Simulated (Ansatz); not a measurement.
Stepwise reaction of `[F][Ga]([F])[Br]` with hydrogen chloride, as a gas-phase model of exchange steps in deposition or etching. ΔE in kJ/mol; ΔG adds harmonic PBE0-D4 terms to CCSD(T)/CBS, at 1 bar.

Isolated molecules relaxed with PBE0-D4/def2-TZVP in Ansatz; ΔE leaves out vibrations. CCSD(T)/CBS is the MP2 limit (def2-TZVPP, def2-QZVPP) plus CCSD(T) − MP2 in def2-TZVPP, frozen cores. This one scheme is used for every species. DFT in def2-TZVPP. B3LYP here is the variant with VWN-RPA as its local correlation; programs differ in this. For Br, Ga outer-core shells are correlated without core-valence functions, which leaves a few kJ/mol of doubt a bond. Scalar relativity is left out up to krypton.

```json
{"step": "2", "reaction": "`[F][Ga]([Cl])[Br]` + HCl → `[Cl][Ga]([Cl])[Br]` + H–F", "PBE-D4": "-33.9", "B3LYP-D4": "-32.8", "ωB97M-V": "-33.1", "CCSD(T)/CBS": "-38.7", "ΔG(500 K)": "-29.3"}
```

Problem. Give the row of step 1, `[F][Ga]([F])[Br]` + HCl → `[F][Ga]([Cl])[Br]` + H–F. (Estimate.)

Solution. Ansatz gave: 
```
step                                              reaction  PBE-D4  B3LYP-D4  ωB97M-V  CCSD(T)/CBS  ΔG(500 K)
   1  `[F][Ga]([F])[Br]` + HCl → `[F][Ga]([Cl])[Br]` + H–F   -36.0     -34.6    -35.1        -40.2      -36.6
```

Problem. By hand: ΔE of the 2 steps together at CCSD(T)/CBS.

Solution. (-40.2) + (-38.7) = -78.9 kJ/mol, or -39.5 kJ/mol a step.

In ΔE the steps differ by no more than 1.5 kJ/mol. All are downhill at CCSD(T)/CBS. ΔG lies between -36.6 and -29.3 kJ/mol a step. PBE-D4 differs from CCSD(T)/CBS by 4.2 to 4.8 kJ/mol a step. Isolated molecules leave out the surface, adducts and barriers. Largest T1 diagnostic: 0.012.
